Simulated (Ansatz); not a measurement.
C4H12Sn (SMILES [CH3][Sn]([CH3])([CH3])[CH3]) moved off its minimum; all values from Ansatz (a program for electronic structure), cores frozen in correlated methods. Elements past Kr take the def2 small-core potentials, without spin–orbit coupling.
(charge 0, multiplicity 1)
```xyz
17

C     -0.38145    -1.54896    -1.49244
Sn    -0.04215    -0.08311     0.06993
C     -0.15385     1.95468    -0.92510
C     -1.48147    -0.18837     1.55862
C      1.91442    -0.40141     0.88958
H     -1.23404    -1.42428    -1.98201
H     -0.27768    -2.45449    -1.13859
H      0.40599    -1.48194    -2.20329
H      0.09691     2.68715    -0.12760
H     -0.88984     2.08045    -1.32960
H      0.71573     2.11968    -1.65498
H     -2.53063    -0.03462     1.04695
H     -1.53402    -1.09834     2.04346
H     -1.36943     0.62166     2.25693
H      1.94905    -1.31793     1.46245
H      2.81440    -0.25208     0.21178
H      2.13435     0.41119     1.75895
```

Problem. Give the forces (eV/Å), the total energy and the dipole at CCSD(T)/def2-SVPD.

Solution. 
```tsv
atom	Fx	Fy	Fz
C1	3.127	4.272	0.984
Sn2	0.881	1.039	-2.108
C3	17.587	-3.058	8.586
C4	-2.922	2.012	-1.817
C5	1.677	2.804	1.660
H6	-4.485	0.591	-2.300
H7	0.167	-5.592	2.355
H8	1.183	0.488	-1.073
H9	-0.584	-0.034	-0.169
H10	-16.049	2.947	-8.455
H11	-0.930	-0.578	0.660
H12	1.644	-0.208	0.832
H13	-0.010	-2.438	1.437
H14	0.088	0.618	0.764
H15	0.261	-0.933	-0.007
H16	-0.976	-0.550	0.405
H17	-0.658	-1.379	-1.751
```
Energy -372.3866 hartree, dipole 0.60 D.
